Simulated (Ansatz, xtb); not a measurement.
## C2H8AlBO: where a starting geometry ends

The starting geometry of this gas-phase singlet was built from a drawn formula by distance geometry and a force field; its bonds are those of `[BH2][Al]([CH3])[CH2]O`.

```yaml
atoms:
  - { symbol: C, position_ang: [-3.4112, -1.3047, 0.7291] }
  - { symbol: C, position_ang: [-1.4867, 0.0076, -1.8201] }
  - { symbol: Al, position_ang: [-1.8331, -1.3951, -0.4300] }
  - { symbol: B, position_ang: [-0.4870, -2.9503, -0.1819] }
  - { symbol: O, position_ang: [-1.4671, -0.5470, -3.0683] }
  - { symbol: H, position_ang: [0.4752, -3.0381, -0.9461] }
  - { symbol: H, position_ang: [-0.6755, -3.7853, 0.6080] }
  - { symbol: H, position_ang: [-4.0328, -2.1973, 0.5935] }
  - { symbol: H, position_ang: [-3.0842, -1.2733, 1.8013] }
  - { symbol: H, position_ang: [-4.0101, -0.3533, 0.4761] }
  - { symbol: H, position_ang: [-0.5239, 0.5205, -1.6035] }
  - { symbol: H, position_ang: [-2.3107, 0.7430, -1.7351] }
  - { symbol: H, position_ang: [-1.2902, 0.1472, -3.7165] }
```

Question: Predict what becomes of its bonds when it is optimised with r2SCAN-D4/def2-SVP.

Answer: A new bond forms, giving a structure given below by its coordinates. Distances that change by over a tenth: C2–O5 (1.37 → 1.52 Å). Contacts that close: Al3–O5 (2.80 → 2.01 Å).

The energy falls by 0.81 eV over 23 steps:

```json
{"step": "1", "E − E(last) (eV)": "0.814"}
{"step": "3", "E − E(last) (eV)": "0.522"}
{"step": "6", "E − E(last) (eV)": "0.488"}
{"step": "8", "E − E(last) (eV)": "0.423"}
{"step": "11", "E − E(last) (eV)": "0.174"}
{"step": "13", "E − E(last) (eV)": "0.054"}
{"step": "16", "E − E(last) (eV)": "0.008"}
{"step": "18", "E − E(last) (eV)": "0.002"}
{"step": "21", "E − E(last) (eV)": "0.000"}
{"step": "23", "E − E(last) (eV)": "0.000"}
```

Final geometry (Å):

```xyz
13

C    -3.5781   -1.2966    0.4789
C    -1.2659    0.3141   -1.4071
Al   -1.8412   -1.3035   -0.4321
B    -0.3528   -2.8146   -0.4734
O    -2.0433   -0.6253   -2.3123
H     0.1370   -3.2232   -1.5115
H     0.1507   -3.3180    0.5098
H    -4.1344   -2.2399    0.3435
H    -3.4585   -1.1583    1.5682
H    -4.2236   -0.4779    0.1183
H    -0.2593    0.4705   -1.8190
H    -1.8219    1.2618   -1.3901
H    -1.4459   -1.0152   -2.9670
```

From the same start GFN2-xTB reaches the same bonding as this run.

The end wasn't checked by frequencies. Run with Ansatz 0.2.0, 66 s on 2 threads of Intel(R) Xeon(R) Platinum 8259CL CPU @ 2.50GHz (Skylake/Cascade Lake), on a shared host.
